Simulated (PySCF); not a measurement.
**Checking a proposed structure**

A compound C4H10OSi gives the data below (simulated from a calculation) and was assigned the structure `C=CC[SiH2]OC`.

13C{1H} NMR (computed): δ 146.6 (CH), 120.9 (CH2), 69.6 (CH2), 43.4 (CH2).

1H NMR (500 MHz, computed): δ 6.65 (m, 1H), 5.36 (m, 1H), 5.34 (m, 1H), 4.90 (s, 3H), 3.81 (t, 2H), 2.31 (m, 2H).

Computed data (PySCF 2.14.0 with density-fitted response routines): shieldings: GIAO PBE0/pcSseg-1, structure optimised with GFN2-xTB. No relativistic terms, rapidly exchanging positions averaged, in vacuum, one computed conformer.

References, each an isolated molecule treated in the same way: 1H (σref 31.72) and 13C (σref 186.93) vs TMS.

**Question.** Compare with the shifts computed for the proposed structure, pairing carbons in order of shift.

**Answer.** Atoms are numbered as in `[CH2:1]=[CH:2][CH2:3][SiH2:4][O:5][CH3:6]`. Hydrogens are named by the atom that carries them.

| atom | computed for proposal | given list | difference |
| --- | --- | --- | --- |
| C2 | 144.2 | 146.6 | -2.4 |
| C1 | 119.1 | 120.9 | -1.8 |
| C6 | 54.5 | 69.6 | -15.1 |
| C3 | 26.6 | 43.4 | -16.8 |

The rms difference is 11.4 ppm and the largest -16.8 ppm at C3 (allylic sp3 CH2 bonded to Si). The carbon types in order of shift don't match either: CH, CH2, CH3, CH2 for the proposal against CH, CH2, CH2, CH2 in the data. The proposal doesn't fit.

**Question.** Which isomer fits?

**Answer.** `C=CCCO[SiH3]`.

1. Carbon types of the structure: 1 × CH, 3 × CH2, leaving 3 H on heteroatoms.
2. δC 146.6: alkene CH; an sp2 carbon of a C=C bond.
3. δC 120.9: terminal =CH2 carbon; the olefinic region.
4. δC 69.6: sp3 CH2 bonded to O; the inductive effect lowers its shielding.
5. δH 6.65: hydrogen on an alkene CH; attached to an sp2 carbon and in the plane of the double bond.

Other isomers checked: C=C[C@@H](C)[SiH2]O (rms 23.4 ppm).

The data come from this structure; uniqueness wasn't tested.

Shifts are as computed. Against solution values, carbons near 30 ppm lie about +3 ppm off and those near 130 ppm about +5 ppm. Of 1211 compounds with measured shifts, 218 miss one by over three times the rms of a fit or turn the order of signals round; such compounds aren't used in these exercises. No couplings were computed; multiplicities are counted from neighbouring protons, with m where these are inequivalent, close in shift, in a saturated or five-membered ring or joined by F or P, and br s for small geminal =CH2 splittings.
